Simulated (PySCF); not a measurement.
These are TPSSh-D3(BJ)/def2-TZVP // r2SCAN-D4/def2-SVP (PySCF) values and carry that method's errors. Gas-phase values, no solvent. One relaxed conformer stands for a flexible species; it need not be the lowest. 

Reference species: [Hf(NH2)(H)3] (neutral, multiplicity 1).

```json
{
 "coordination_number": "4",
 "mean_distance_from_the_central_atom_to_its_bonded_neighbours": "1.897 Å",
 "HOMO": "-7.23 eV"
}
```

After one change: the coordination number is nearly the same; the mean distance from the central atom to its bonded neighbours decreases by 0.050 Å; the HOMO decreases by 0.66 eV.

Name the change that produced these shifts. The new species is one of these.
(A) [Hf(H)4]
(B) [Hf(NH2)3(H)]
(C) [Hf(NH2)2(H)2]

A, [Hf(H)4]
